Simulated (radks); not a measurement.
The table gives one normalised radial function P(r) = r R(r) of N2+ in [He] 2s2 2p1 (r in bohr). Calculated with a radial shooting solver on a logarithmic mesh with Libxc functionals: non-relativistic Kohn-Sham, PBEsol, spin-polarised, spherical densities, point nucleus; open shells are filled with parallel spins first.

| r | P |
|---|---|
| 0.01081 | 0.0902 |
| 0.01465 | 0.1189 |
| 0.01986 | 0.1553 |
| 0.0267 | 0.1987 |
| 0.03618 | 0.2513 |
| 0.04904 | 0.3097 |
| 0.06646 | 0.3678 |
| 0.09007 | 0.4142 |
| 0.1221 | 0.4300 |
| 0.1654 | 0.3896 |
| 0.2242 | 0.2653 |
| 0.3039 | 0.0397 |
| 0.4118 | -0.2746 |
| 0.5582 | -0.6172 |
| 0.7564 | -0.8829 |
| 1.025 | -0.9544 |
| 1.389 | -0.7897 |
| 1.883 | -0.4833 |
| 2.552 | -0.2058 |
| 3.459 | -0.0547 |

Which n and l does it have? It may be an empty orbital.

Answer. n = 2, l = 0: the number of nodes gives n - l - 1 = 1, the rise at small r (about r^(l+1)) gives l, and the extent must fit the shell. The curve is that of 2s down; the table hardly tells the two spins apart. 2s down: eigenvalue -47.565 eV, 1 radial node at r = 0.317 bohr, <r> = 1.18 bohr, 90 % of the charge inside 1.85 bohr.
